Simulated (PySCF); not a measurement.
## Structure from NMR data

An unknown has the formula C6H14P2. Its calculated NMR data are:

¹H NMR (600 MHz, computed): δ 3.57 (m, 1H), 2.03 (m, 4H), 1.68 (m, 4H), 1.38 (m, 2H), 1.13 (m, 3H).

¹³C{¹H} NMR (computed): δ 31.1 (CH2), 30.7 (CH2), 21.4 (CH2), 12.1 (CH3).

[PySCF 2.14: GIAO PBE0/pcSseg-1 shieldings; geometry from GFN2-xTB; in vacuum; non-relativistic Hamiltonian; averaged over atoms made equivalent by symmetry, fast rotation or ring inversion; a single conformation]

Chemical shifts δ = σref − σ; ¹H (σref 31.72), ¹³C (σref 186.93) vs TMS, all at this level.

**Question.** Propose a structure and justify it.

**Answer.** 
4 carbon signals for 6 carbons: some carbons are equivalent by symmetry or fast rotation. Carbon types of the structure: 5 × CH2, 1 × CH3, leaving 1 H on heteroatoms. δC 31.1, 30.7, 21.4: sp3 CH2 bonded to P. δC 12.1: methyl carbon; aliphatic region, no heteroatom directly attached. δH 3.57: hydrogen on a phosphorus bonded to 2 C, in a 6-membered ring. δH 2.03, 1.68, 1.38: hydrogen on an sp3 CH2 bonded to P. δH 1.13: hydrogen on a methyl carbon.

These data were computed for SMILES P1(CC)CCPCC1.

This is the structure that produced the data.

Splittings by ³¹P in the carbon and heteronuclear signals aren't shown, as no couplings were computed. Shifts are as computed. Against solution values, carbons near 30 ppm lie about +3 ppm off and those near 130 ppm about +5 ppm. Of 1211 compounds with measured shifts, 218 miss one by over three times the rms of a fit or turn the order of signals round; such compounds aren't used in these exercises. No couplings were computed; multiplicities are counted from neighbouring protons, with m where these are inequivalent, close in shift, in a saturated or five-membered ring or joined by F or P, and br s for small geminal =CH2 splittings.
